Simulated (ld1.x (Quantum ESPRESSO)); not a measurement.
## LDA (PZ) RRKJ dataset for boron, scalar-relativistic all-electron reference.

* Element: boron
* Generator: ld1.x (Quantum ESPRESSO) 7.5
* Type: norm-conserving RRKJ (Kleinman–Bylander form)
* Functional: LDA (PZ)
* Relativity: scalar-relativistic
* Frozen core: [He]
* Valence charge: 3
* Reference configuration: 2s2 2p1
* Partial waves: 2s (bound): rc 1.65 bohr; 3d channel at -0.05 Ry: rc 2.85 bohr; 2p (bound): rc 2.80 bohr
* Local potential: the p channel
* Core correction: Bessel-smoothed model core, default radius (core density twice the valence density)
* rho0: 0.005

Poles of the logarithmic derivatives, all-electron (AE) and pseudo (PS). s: poles at -0.4, 3.5 (AE) and -0.4, 3.4 (PS) Ry. p: poles at 0.1, 3.3 (AE) and 0.1, 4.0 (PS) Ry. d: poles at 2.2 (AE) and 2.0 (PS) Ry. Test radius 3.11 bohr.

- Cutoffs needed: 30 Ry and 40 Ry (the cutoffs (Ry, on a coarse ladder) from which the occupation-weighted sum of valence levels, in a spherical-Bessel basis at the reference potential, stays within 10 and 1 mRy of its value at 400 Ry)
- Ghost test: no extra level below or beside the all-electron valence levels (s, d, p, f tested) (spherical-Bessel basis up to 400 Ry, 20 bohr box)
- Largest excitation error: +196 meV (all-electron minus pseudo) for 2s1 2p0, out of 7 test configurations
